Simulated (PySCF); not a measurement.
Working out the excitation energy of S

S [Ne] 3s2 3p4 (3P) → S [Ne] 3s1 3p5 (3P). All numbers are calculated (PySCF 2.14, the spin-free X2C one-electron Hamiltonian (Gaussian nucleus), in aug-cc-pVDZ-DK (5s4p2d, 27 functions)). Frozen: [Ne]. Energies in hartree (1 hartree = 27.21139 eV):

```csv
part,S (lower),S (upper)
UHF,-398.578623,-398.152812
CCSD correlation,-0.109773,-0.186255
(T),-0.001990,-0.010538
```

Problem. What does Hartree-Fock give?

Solution. (-398.152812) − (-398.578623) = 0.425811 hartree = 11.587 eV.

Problem. What do CCSD and CCSD(T) give?

Solution. The CCSD correlation energies differ by -0.076482 hartree = -2.081 eV and the triples by -0.008548 hartree = -0.233 eV, so CCSD gives 9.506 eV and CCSD(T) 9.273 eV.

Measured between the centres of the two terms (NIST): 8.928 eV, so CCSD(T) (valence) is off by 0.345 eV.

A double-zeta basis recovers only part of the correlation energy.

The coupled-cluster amplitudes are large, so a single reference is strained.

What remains against the reference includes basis incompleteness, the frozen core and higher excitations.
